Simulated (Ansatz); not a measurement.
A single point on CH$_{6}$GeTe (`[GeH3][CH2][TeH]`).

```yaml
crystal:
  periodic: [false, false, false]
  atoms:
    - {symbol: Ge, position_ang: [-0.556421, 0.904001, -0.863388]}
    - {symbol: C, position_ang: [0.495506, -0.463833, 0.063512]}
    - {symbol: Te, position_ang: [-0.241708, -0.798289, 2.048823]}
    - {symbol: H, position_ang: [-2.027271, 0.464555, -0.939417]}
    - {symbol: H, position_ang: [-0.002634, 1.088325, -2.286215]}
    - {symbol: H, position_ang: [-0.463756, 2.234744, -0.100403]}
    - {symbol: H, position_ang: [1.532809, -0.139440, 0.132105]}
    - {symbol: H, position_ang: [0.440721, -1.401654, -0.487230]}
    - {symbol: H, position_ang: [0.911254, -1.934608, 2.415110]}
basis:
  gaussian: {orbitals: def2-QZVPP}
correlation: {method: mp2}
```

```sh
$ ansatz run in.yaml --threads 4 --pin off --events-out ev --progress --plain --max-ram 10444MiB
```

Shortened log:

```
Functional definition: HF
2506 factors; integrals over basis functions are off by at most 9.3e-4 eV
mean field evaluation 1: about -64863.6762 eV, gradient 2.4e1 eV
mean field evaluation 2: about -64863.7678 eV, gradient 2.4e1 eV
mean field evaluation 4: about -64865.6584 eV, gradient 4.1e0 eV
mean field evaluation 8: about -64865.7075 eV, gradient 2.2e-1 eV
mean field evaluation 16: about -64865.7078 eV, gradient 2.4e-6 eV
mean field -64865.70777127 eV, -2383.7707930383 hartree, gradient 2.4e-6 eV, S^2 0.000000; 0 other end points of the search recorded, 0 dependent functions left out
14 core orbitals not correlated: weight in the atoms' cores, before any rotation towards them, 1.000 or more for the frozen orbitals, at most 0.000 for the correlated occupied ones
reference -64865.70777127 eV, -2383.7707930383 hartree; 20, 20 occupied and 374, 374 virtual orbitals, 2506 factors
second order -36.74842050 eV of doubles, -0.00000000 eV of singles
Total energy: -64902.45619177 eV, -2385.1212725825 hartree
```

It took 18 s on 4 threads of an Arm Neoverse V1 on a shared host, with 2.1 GiB of host memory at the peak.
